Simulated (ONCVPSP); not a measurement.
Scattering properties, ONCV potential for arsenic (As)

* Element: arsenic (As)
* Generator: ONCVPSP 4.0.1
* Type: optimised norm-conserving Vanderbilt (ONCV)
* Functional: PBEsol
* Relativity: fully relativistic
* Frozen core: [Ne]
* Valence charge: 23
* Reference configuration: 3s2 3p6 3d10 4s2 4p2.5 (charge +0.5)
* Partial waves: 3s+4s: rc 0.85 bohr, ncon 3, nbas 7, qcut 13.8 1/bohr, 2 projectors; 3p+4p: rc 0.85 bohr, ncon 4, nbas 9, qcut 14.3 1/bohr, 2 projectors; 3d: rc 1.20 bohr, ncon 3, nbas 8, qcut 15 1/bohr, 3 projectors, debl 3.6 Ha
* Local potential: polynomial inside 0.70 bohr (lpopt 5, dvloc0 3 Ha)
* Core correction: polynomial model core, fcfact 0.5

Open shells are filled in proportion to 2j + 1.

The phase is arctan(r·R′/R) of the radial function R(r), unwrapped; energies in Ha, scanned from -9 to 5 Ha. A pole is an energy at which the radial function vanishes at the test radius. The pseudo phase is shifted by a multiple of π to meet the all-electron one at the reference energy, and phase errors are pseudo minus all-electron; the curves can meet again beyond the range given. Levels narrower than the energy grid can be missing from the lists of poles.

```json
{"channel": "s", "radius (bohr)": "0.86", "reference energy (Ha)": "-0.69", "poles, all-electron": "-4.35", "poles, pseudo": "-4.35", "unbroken range about the reference energy with phases within 0.05 rad": "the whole range", "phase error 1 Ha above the reference energy (rad)": "+0.000"}
{"channel": "p3/2", "radius (bohr)": "0.86", "reference energy (Ha)": "-0.33", "poles, all-electron": "-2.08", "poles, pseudo": "-2.08", "unbroken range about the reference energy with phases within 0.05 rad": "the whole range", "phase error 1 Ha above the reference energy (rad)": "-0.000"}
{"channel": "p1/2", "radius (bohr)": "0.86", "reference energy (Ha)": "-0.34", "poles, all-electron": "-2.41", "poles, pseudo": "-2.41", "unbroken range about the reference energy with phases within 0.05 rad": "the whole range", "phase error 1 Ha above the reference energy (rad)": "-0.000"}
{"channel": "d5/2", "radius (bohr)": "1.22", "reference energy (Ha)": "-1.65", "poles, all-electron": "-1.08", "poles, pseudo": "-1.08", "unbroken range about the reference energy with phases within 0.05 rad": "the whole range", "phase error 1 Ha above the reference energy (rad)": "-0.000"}
{"channel": "d3/2", "radius (bohr)": "1.22", "reference energy (Ha)": "-1.68", "poles, all-electron": "-1.12", "poles, pseudo": "-1.12", "unbroken range about the reference energy with phases within 0.05 rad": "the whole range", "phase error 1 Ha above the reference energy (rad)": "-0.000"}
```

Phases in the d5/2 channel:

```csv
E (Ha),all-electron,pseudo
-8.96,1.320,1.320
-8.24,1.305,1.305
-7.52,1.287,1.287
-6.80,1.264,1.264
-6.08,1.236,1.236
-5.36,1.198,1.198
-4.64,1.142,1.142
-3.92,1.050,1.050
-3.20,0.857,0.857
-2.48,0.213,0.213
-1.76,-1.133,-1.133
-1.04,-1.586,-1.586
-0.32,-1.778,-1.778
0.40,-1.930,-1.930
1.12,-2.112,-2.112
1.84,-2.399,-2.399
2.56,-2.910,-2.910
3.28,-3.567,-3.567
4.00,-4.018,-4.018
4.72,-4.259,-4.259
```
